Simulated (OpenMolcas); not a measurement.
# Pr4+: moving the ligands

Pr4+ with 8 ligands (fluoride) in square antiprismatic coordination (D4d) at 2.27 Å, a polar angle of 63.0° against the regular 57.3°. A charge of +0.5 e stands 2.4 Å behind each ligand. Ligand basis ANO-RCC-VDZP.

```
Program             : OpenMolcas
Method              : CASSCF
Basis               : ANO-RCC-VDZP [7s6p4d2f1g]
Scalar Hamiltonian  : DKH2, point nucleus
Active space        : 1 electron in 7 orbitals (4f)
State averaging     : 2S+1 = 2 odd, 7 roots
Spin-orbit coupling : state interaction with AMFI integrals over the reference wave functions
```

Runs around this geometry, states. Energies in cm-1 above the lowest state or level, χT in cm3 K/mol.

| R (Å) | Ground state | First state of that spin | First gap with spin-orbit (degeneracies) | Width of lowest J | χT at 300 K |
| --- | --- | --- | --- | --- | --- |
| 2.22 | 2S+1 = 2 | 493.4 | 563.3 (2, 2) | 1011 | 0.627 |
| 2.27 | 2S+1 = 2 | 389.0 | 540.3 (2, 2) | 982 | 0.642 |
| 2.33 | 2S+1 = 2 | 288.8 | 511.8 (2, 2) | 943 | 0.657 |

Taking the width of the lowest J multiplet as R^-n, n = -ln(943 / 1011) / ln(2.33 / 2.22) = 1.4 between the shortest and longest distance.

No measured value stands beside these numbers; the geometry was imposed, not optimised, and the real ion may take another.

A state without a sure symmetry label is named by its multiplicity alone.
